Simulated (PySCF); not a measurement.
# Bonding in `C=C(C)/C=C\C(C)(C)C`

C₉H₁₆.
Atom-mapped SMILES: `[CH2:1]=[C:2]([CH3:3])/[CH:4]=[CH:5]\[C:6]([CH3:7])([CH3:8])[CH3:9]` (hydrogens: H10, H11 on C1; H12, H13, H14 on C3; H15 on C4; H16 on C5; H17, H18, H19 on C7; H20, H21, H22 on C8; H23, H24, H25 on C9)

Structure used (GFN2-xTB), in Å, numbered top down from 1:
```
atom  x, y, z in Å
C1     2.2342   -0.3031    1.1459
C2     1.9844    0.0390   -0.1096
C3     2.7049   -0.5751   -1.2744
C4     1.0518    1.1226   -0.4661
C5    -0.2685    1.1837   -0.3605
C6    -1.2699    0.1657    0.1261
C7    -2.5243    0.2921   -0.7500
C8    -0.7742   -1.2786    0.0529
C9    -1.6363    0.5131    1.5755
H10    2.9549   -1.0646    1.3948
H11    1.7308    0.1689    1.9728
H12    3.2536    0.1905   -1.8227
H13    3.4026   -1.3403   -0.9435
H14    1.9892   -1.0231   -1.9632
H15    1.5597    1.9829   -0.8942
H16   -0.7393    2.1111   -0.6679
H17   -2.2840    0.0735   -1.7885
H18   -3.2890   -0.4077   -0.4200
H19   -2.9363    1.2976   -0.6968
H20   -0.4169   -1.5087   -0.9479
H21    0.0332   -1.4548    0.7554
H22   -1.5906   -1.9582    0.2894
H23   -2.4084   -0.1599    1.9418
H24   -2.0078    1.5334    1.6414
H25   -0.7645    0.4241    2.2186
```

Bond orders from the PBE0/pcSseg-1 density (PySCF). The structure is a single GFN2-xTB conformer in the gas phase; no vibrational or solvent corrections.

(1) Where do the orders between heavy atoms depart from those drawn in the SMILES?

(2) Set the Mayer orders of the bonds between heavy atoms beside their lengths.

Results:

(1) The largest departure is 0.058, at C5–C6 (drawn single, 0.942).

(2) 
| bond | drawn as | length (Å) | Mayer order |
| --- | --- | --- | --- |
| C1–C2 | double | 1.325 | 1.967 |
| C2–C3 | single | 1.501 | 1.045 |
| C2–C4 | single | 1.473 | 1.022 |
| C4–C5 | double | 1.326 | 1.981 |
| C5–C6 | single | 1.509 | 0.942 |
| C6–C7 | single | 1.535 | 1.021 |
| C6–C8 | single | 1.529 | 1.029 |
| C6–C9 | single | 1.535 | 1.009 |

Bonds between the same two heavy elements. C–C: lowest C5–C6 (0.942, 1.509 Å), highest C4–C5 (1.981, 1.326 Å); in 4 of the 28 pairs the longer bond (by over 0.003 Å) has the higher order (by 0.02 or more).

Q: And the bonds to hydrogen?

A: C–H: 0.93 to 0.97 (16 bonds).

Q: Sum the orders of all bonds at each heavy atom with more than one neighbour and set the sums beside the valence in the SMILES.

A: C1 3.846 (drawn 4), C2 4.034 (drawn 4), C3 3.902 (drawn 4), C4 3.934 (drawn 4), C5 3.866 (drawn 4), C6 4.001 (drawn 4), C7 3.913 (drawn 4), C8 3.904 (drawn 4), C9 3.894 (drawn 4). Orders between atoms that aren't bonded are not in these sums.

The Mayer order sums products of elements of PS (density times overlap matrix) between the two atoms' basis functions, so it depends on the basis set.
